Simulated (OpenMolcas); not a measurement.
# Cr4+ in a ligand field

Cr4+ with 4 ligands (hydroxide) in tetrahedral coordination (S4) at 1.74 Å. Ligand basis ANO-RCC-VDZP.

- Program: OpenMolcas 26.06
- Method: CASSCF
- Basis: ANO-RCC-VTZP [6s5p3d2f1g]
- Scalar Hamiltonian: DKH2, point nucleus
- Active space: 2 electrons in 5 orbitals (3d)
- State averaging: 2S+1 = 3 even, 10 roots; 2S+1 = 1 even, 15 roots
- Spin-orbit coupling: RASSI with atomic mean-field integrals over the reference wave functions

The lowest spin-free states, above the lowest:

```json
{"State": "2S+1 = 3", "Degeneracy": "1", "E (cm-1)": "0.0"}
{"State": "2S+1 = 3", "Degeneracy": "2", "E (cm-1)": "11015"}
{"State": "2S+1 = 1", "Degeneracy": "1", "E (cm-1)": "13487"}
{"State": "2S+1 = 1", "Degeneracy": "1", "E (cm-1)": "15081"}
{"State": "2S+1 = 3", "Degeneracy": "1", "E (cm-1)": "17463"}
{"State": "2S+1 = 3", "Degeneracy": "1", "E (cm-1)": "19303"}
{"State": "2S+1 = 3", "Degeneracy": "2", "E (cm-1)": "22093"}
{"State": "2S+1 = 1", "Degeneracy": "2", "E (cm-1)": "25073"}
{"State": "2S+1 = 1", "Degeneracy": "1", "E (cm-1)": "27406"}
{"State": "2S+1 = 1", "Degeneracy": "1", "E (cm-1)": "29295"}
{"State": "2S+1 = 1", "Degeneracy": "1", "E (cm-1)": "31127"}
{"State": "2S+1 = 3", "Degeneracy": "1", "E (cm-1)": "31628"}
{"State": "2S+1 = 1", "Degeneracy": "2", "E (cm-1)": "32777"}
{"State": "2S+1 = 3", "Degeneracy": "2", "E (cm-1)": "33883"}
{"State": "2S+1 = 1", "Degeneracy": "1", "E (cm-1)": "39385"}
{"State": "2S+1 = 1", "Degeneracy": "1", "E (cm-1)": "41526"}
{"State": "2S+1 = 1", "Degeneracy": "1", "E (cm-1)": "42769"}
{"State": "2S+1 = 1", "Degeneracy": "2", "E (cm-1)": "43557"}
{"State": "2S+1 = 1", "Degeneracy": "1", "E (cm-1)": "64380"}
```

The lowest levels with spin-orbit coupling:

```
E (cm-1)  Degeneracy  2S+1               g
     0.0           1     3                
     1.6           2     3  0.00 0.00 3.91
   10917           1     3                
   10940           1     3                
   11029           2     3  0.00 0.00 1.18
   11079           1     3                
   11117           1     3                
   13513           1     1                
   15070           1     1                
   17469           2     3  0.00 0.00 4.09
   17488           1     3                
   19311           2     3  0.00 0.00 3.98
   19320           1     3                
   22061           1     3                
   22081           1     3                
   22116           2     3  0.00 0.00 0.54
   22149           1     3                
   22155           1     3                
   25081           2     1  0.00 0.00 0.02
   27434           1     1
```

Electric-dipole absorption from the lowest level at this geometry, strongest bands:

| E (cm-1) | λ (nm) | f |
| --- | --- | --- |
| 11029 | 907 | 2.16e-04 |
| 11079 | 903 | 2.10e-06 |
| 13513 | 740 | 2.07e-06 |
| 17469 | 572 | 3.53e-06 |
| 19311 | 518 | 3.92e-06 |
| 19320 | 518 | 1.50e-03 |
| 22116 | 452 | 2.21e-03 |
| 22149 | 451 | 1.40e-05 |
| 25081 | 399 | 7.60e-06 |
| 31624 | 316 | 3.80e-06 |
| 31642 | 316 | 8.62e-04 |
| 33908 | 295 | 1.65e-03 |

Powder χT (cm3 K/mol): 0.861 at 2 K, 0.938 at 10 K, 0.945 at 50 K, 0.95 at 100 K, 0.96 at 200 K, 0.969 at 300 K. The effective moment at 300 K is 2.828 √(χT) = 2.78 μB.

The lowest level has 2S+1 = 3, for which the spin-only value is χT = S(S+1) / 2 = 1.000 cm3 K/mol (g = 2). The computed 0.969 at 300 K differs by -0.031, through orbital momentum, spin-orbit coupling and any other state in reach.

Metal share of the active 3d orbitals (Löwdin): 77, 78, 78, 89, 93 %; Mulliken charge of the metal 1.92.

Without dynamic correlation the repulsion within the d shell is too large (B by tens of per cent), so at a given field states of lower spin stand too high. The least metal-like active orbital is 77 % on the metal (Löwdin) and no ligand orbital is active, so the numbers are rough. Ligand-to-metal charge-transfer states are missing. With no ligand orbital active B as a rule stays too high, so bands that hang on it stand too high and its fall with covalency is understated. With metal d orbitals alone and no dynamic correlation the field as a rule comes out too small, by tens of per cent, by up to half for chloride and softer ligands. No measured value stands beside these numbers; the geometry was imposed, not optimised, and the real ion may take another.

The RASSCF and RASSI steps took 45 s on 1 thread of Arm Neoverse V1 (shared host); the integral step is not counted.

A state without a sure symmetry label is named by its multiplicity alone. With an even number of electrons the g values are those of a degenerate or nearly degenerate non-Kramers pair.
